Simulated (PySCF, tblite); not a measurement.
Isomers of C6H4N (doublet state), one GFN2-xTB conformer each. Single-point energies are computed at B3LYP/pcH-1 (PySCF, gas phase, no added dispersion term), electronic only. GFN2-xTB treats the open shell by occupation alone, and not every SCF solution was tested for stability.

Task: Rank them by B3LYP/pcH-1 energy, lowest first (kJ/mol).
A. `N#C[C]1C=CC=C1` [radical]
B. `C(/[C]=N/[H])#CC=C=C` [radical]

Result: A (0.0), B (267.2).

As drawn, the higher has an N–H bond, which the lower lacks. GFN2-xTB itself gives, in the same order: 0.0, 236.8. Both levels put the same isomer lowest.

Task: What happens when harmonic zero-point energies from GFN2-xTB frequencies are added?

Result: 
```
            SMILES  ZPE (kJ/mol)  electronic (kJ/mol)  with ZPE (kJ/mol)
    N#C[C]1C=CC=C1         196.9                  0.0                0.0
[H]/N=[C]/C#CC=C=C         186.6                267.2              257.0
```

The zero-point energies span 10.3 kJ/mol. The order is unchanged.

---

Isomers of C6H6Cl (doublet state), one GFN2-xTB conformer each. Single-point energies are computed at B3LYP/pcH-1 (PySCF, gas phase, no added dispersion term), electronic only. GFN2-xTB treats the open shell by occupation alone, and not every SCF solution was tested for stability.

Task: Rank them by B3LYP/pcH-1 energy, lowest first (kJ/mol).
A. `[CH:1]#[C:2]/[CH:3]=[CH:4]/[CH:5][CH2:6][Cl:7]` (doublet state) with C3–C4–C5–C6 178°, C4–C5–C6–Cl7 -101°
B. `C/[C]=C\C#CCCl` [radical]

Result: A (0.0), B (117.5).

GFN2-xTB itself gives, in the same order: 0.0, 108.0. Both levels put the same isomer lowest.
